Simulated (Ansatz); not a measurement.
Input and output for CH$_{9}$BSi$_{3}$ (`[SiH3][SiH2]B1C[SiH2]1`).

```yaml
crystal:
  periodic: [false, false, false]
  atoms:
    - {symbol: Si, position_ang: [-1.964179, 1.410151, 0.979068]}
    - {symbol: Si, position_ang: [-0.819722, 1.161205, -0.727559]}
    - {symbol: B, position_ang: [0.432585, -0.498100, -0.173533]}
    - {symbol: C, position_ang: [0.830729, -1.778011, -0.775557]}
    - {symbol: Si, position_ang: [2.356840, -0.909101, 0.199824]}
    - {symbol: H, position_ang: [-1.360464, 1.675575, 2.399933]}
    - {symbol: H, position_ang: [-2.987851, 2.636122, 0.824110]}
    - {symbol: H, position_ang: [-3.064819, 0.199912, 1.327497]}
    - {symbol: H, position_ang: [-1.385028, 0.768613, -1.911962]}
    - {symbol: H, position_ang: [0.066294, 2.197123, -0.847586]}
    - {symbol: H, position_ang: [0.496240, -2.009570, -1.779501]}
    - {symbol: H, position_ang: [0.894459, -2.721051, -0.192497]}
    - {symbol: H, position_ang: [2.741110, -2.029474, 1.248827]}
    - {symbol: H, position_ang: [3.516024, -0.157097, -0.535875]}
basis:
  gaussian: {orbitals: cc-pVTZ}
magnetization: {spin_polarized: true, initial_magnetization: 0}
hamiltonian: {xc: {name: HF}}
correlation: {method: rpa}
```

```sh
$ ansatz run in.yaml --threads 4 --pin off --events-out ev --progress --plain --max-ram 10444MiB
```

It prints (some lines left out):

```
Functional definition: HF
1635 factors; integrals over basis functions are off by at most 1.0e-3 eV
mean field evaluation 1: about -25424.6466 eV, gradient 2.3e1 eV
mean field evaluation 2: about -25424.6590 eV, gradient 2.3e1 eV
mean field evaluation 4: about -25428.5116 eV, gradient 3.1e0 eV
mean field evaluation 8: about -25428.6155 eV, gradient 5.4e-4 eV
mean field -25428.61548107 eV, -934.4843827946 hartree, gradient 3.3e-6 eV, S^2 0.000000; 2 other end points of the search recorded, 0 dependent functions left out
17 core orbitals not correlated: weight in the atoms' cores, before any rotation towards them, 1.000 or more for the frozen orbitals, at most 0.000 for the correlated occupied ones
reference -25428.61548107 eV, -934.4843827946 hartree; 14, 14 occupied and 257, 257 virtual orbitals, 1635 factors
Total energy: -25451.64121415 eV, -935.3305628780 hartree
```

Run time 12 s (4 threads of an Arm Neoverse V1 on a shared host); peak host memory 0.9 GiB.
